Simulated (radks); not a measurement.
Initial-state core-level shifts of neutral dysprosium when its valence configuration changes from [Xe] 4f10 6s2. All-electron calculation, Dirac Kohn-Sham, PBE, spin-unpolarised, spherical densities, point nucleus; open shells are shared between the two j in proportion to 2j + 1. Program: a radial shooting solver on a logarithmic mesh with Libxc functionals. Shifts are changes of the shell-averaged eigenvalues in eV (positive: less bound).

valence                   2p       3p       4s      5p
4f10 6s1.5 6p0.5      -0.724   -0.713   -0.718  -0.746
4f9 6s2 6p1          -10.105  -10.901  -10.604  -6.237
4f10 5d0.5 6s1.5      +0.396   +0.381   +0.391  +0.424
4f9 5d0.5 6s2 6p0.5   -8.435   -9.260   -8.955  -4.656
4f9 5d1 6s2           -6.889   -7.735   -7.422  -3.164
4f9 5d0.5 6s1 6p1.5   -9.760  -10.578  -10.278  -5.967
4f10 5d1 6s1          +0.645   +0.620   +0.637  +0.700
